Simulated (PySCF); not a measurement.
GeH3Cl, SMILES [Cl][GeH3]. Heavy atoms are numbered as in [GeH3:1][Cl:2]. Hydrogens are named by the atom that carries them.

Coordinates come from a PBE0-D3(BJ)/def2-TZVP optimisation.

Method: B3LYP/pcSseg-2 (PySCF).

GIAO shieldings, no solvent; atoms alike by connectivity are averaged. δ = σ(ref) − σ: ⁷³Ge against GeH4 (σ = 1629.1 ppm); ³⁵Cl against HCl (σ = 930.0 ppm); ¹H against TMS (σ = 31.68 ppm), references at their B3LYP-D3(BJ)/def2-TZVP geometries, non-relativistic (without spin–orbit terms, shifts of atoms bonded to Cl or Br come out too high).

```tsv
nucleus	atoms	count	δ (ppm)
⁷³Ge	Ge1 (GeH3)	1	226.6
³⁵Cl	Cl2	1	-101.3
¹H	H on Ge1	3	5.46
```
